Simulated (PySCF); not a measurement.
# Excitation energy of Zn by level of theory

Zn [Ar] 3d10 4s2 (1S) → Zn [Ar] 3d9 4s2 4p1 (high-spin determinant), as a difference of total energies. All numbers are calculated (PySCF 2.14, a scalar-relativistic core potential, in aug-cc-pVDZ-PP with ECP10MDF (5s5p4d2f, 54 functions)). Correlated levels: valence: 3s2 3p6 frozen. The calculations carry no spin-orbit coupling.

```
           method  excitation energy (eV)
              UHF                   9.029
    MP2 (valence)                  11.727
SCS-MP2 (valence)                  11.417
   CCSD (valence)                  10.996
CCSD(T) (valence)                  11.119
```

Problem. How much does correlation contribute at CCSD(T) (valence)?

Solution. 11.119 − (9.029) = 2.090 eV, measured against UHF.

The upper state lies above the first ionisation limit, where it may autoionise and the basis confines it.

The determinant of the upper state mixes LS terms, which raises its energy above the lowest term, most at the Hartree-Fock and MP2 levels.
